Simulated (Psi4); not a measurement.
Calculation: SAPT0/jun-cc-pVDZ, frozen core (Psi4).

Psi4 input:

```
molecule {
0 1
C 0.76138084 -0.04744378 0.02025811
C -0.76138114 0.04744381 -0.02025846
H 1.20921880 0.89381037 0.34510655
H 1.17060777 -0.28470492 -0.96375751
H 1.09234978 -0.82547140 0.71103977
H -1.09234974 0.82548610 -0.71102319
H -1.17060902 0.28468364 0.96376237
H -1.20921729 -0.89380381 -0.34512763
--
0 1
O 3.72131612 4.02377125 -0.42014516
S 3.70584517 2.64279654 -0.01735308
O 3.88369153 1.62525507 -1.01862062
units angstrom
symmetry c1
no_reorient
no_com
}
set basis jun-cc-pvdz
set scf_type df
set freeze_core true
energy('sapt0')
```

Part of the output:

```
    SAPT Results
  --------------------------------------------------------------------------------------------------------
    Electrostatics                 -0.19602246 [mEh]      -0.12300595 [kcal/mol]      -0.51465689 [kJ/mol]
      Elst10,r                     -0.19602246 [mEh]      -0.12300595 [kcal/mol]      -0.51465689 [kJ/mol]

    Exchange                        1.72408647 [mEh]       1.08188060 [kcal/mol]       4.52658841 [kJ/mol]
      Exch10                        1.72408647 [mEh]       1.08188060 [kcal/mol]       4.52658841 [kJ/mol]
      Exch10(S^2)                   1.72141324 [mEh]       1.08020312 [kcal/mol]       4.51956984 [kJ/mol]

    Induction                      -0.36831365 [mEh]      -0.23112031 [kcal/mol]      -0.96700736 [kJ/mol]
      Ind20,r                      -0.80322747 [mEh]      -0.50403285 [kcal/mol]      -2.10887344 [kJ/mol]
      Exch-Ind20,r                  0.54144964 [mEh]       0.33976478 [kcal/mol]       1.42157583 [kJ/mol]
      delta HF,r (2)               -0.10653582 [mEh]      -0.06685224 [kcal/mol]      -0.27970976 [kJ/mol]

    Dispersion                     -1.33938508 [mEh]      -0.84047682 [kcal/mol]      -3.51655503 [kJ/mol]
      Disp20                       -1.44752913 [mEh]      -0.90833824 [kcal/mol]      -3.80048721 [kJ/mol]
      Exch-Disp20                   0.10814406 [mEh]       0.06786142 [kcal/mol]       0.28393218 [kJ/mol]
      Disp20 (SS)                  -0.72376457 [mEh]      -0.45416912 [kcal/mol]      -1.90024361 [kJ/mol]
      Disp20 (OS)                  -0.72376457 [mEh]      -0.45416912 [kcal/mol]      -1.90024361 [kJ/mol]
      Exch-Disp20 (SS)              0.05927572 [mEh]       0.03719607 [kcal/mol]       0.15562837 [kJ/mol]
      Exch-Disp20 (OS)              0.04886834 [mEh]       0.03066535 [kcal/mol]       0.12830381 [kJ/mol]

  Total HF                          1.15975036 [mEh]       0.72775434 [kcal/mol]       3.04492415 [kJ/mol]
  Total SAPT0                      -0.17963471 [mEh]      -0.11272248 [kcal/mol]      -0.47163088 [kJ/mol]
```
